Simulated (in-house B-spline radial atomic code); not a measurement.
Ti III (Ti2+): [Ar] 3d2

All numbers are computed (Dirac-Kohn-Sham B97-1, spherical fractional occupations, exact exchange averaged over the configuration; Fermi nucleus of rms radius 3.5921 fm) with a B-spline radial code for spherical atoms, not measured.

Effective charges: Z_r = [3n² - l(l+1)]/(2<r>) from the radius, Z_e = n√(-2ε) from the energy, and Slater's rules. Values are occupation-weighted means over j.

```
shell  electrons   ε (eV)  <r> (bohr)    Z_r    Z_e  Slater
   1s          2  -4916.1     0.06958  21.56  19.01   21.70
   2s          2  -564.14      0.3242  18.51  12.88   17.85
   2p          6  -469.06      0.2896  17.27  11.74   17.85
   3s          2  -82.105       1.007  13.41   7.37   10.75
   3p          6  -57.027       1.084  11.53   6.14   10.75
   3d          2  -21.289       1.422   7.39   3.75    3.65
```

The least bound orbital is 3d5/2 at -21.27 eV, and it is also the most diffuse (<r> = 1.423 bohr).

Spin-orbit splittings of the orbital energies (j = l + 1/2 above j = l - 1/2 when positive): 2p 5.802 eV, 3p 0.6711 eV, 3d 0.04968 eV.

For the 1s electron the small component carries 0.621 % of the norm, the zero-frequency Breit interaction raises the level by 4.898 eV, self-energy by 2.322 eV, and vacuum polarisation lowers it by 0.1804 eV.

The density falls to 0.001 bohr⁻³ at 3.14 bohr; Σ<r²> = 16.638 bohr² gives, by the non-relativistic formula and without the paramagnetism of open shells, a Langevin diamagnetic susceptibility of -13.18×10⁻⁶ cm³/mol.
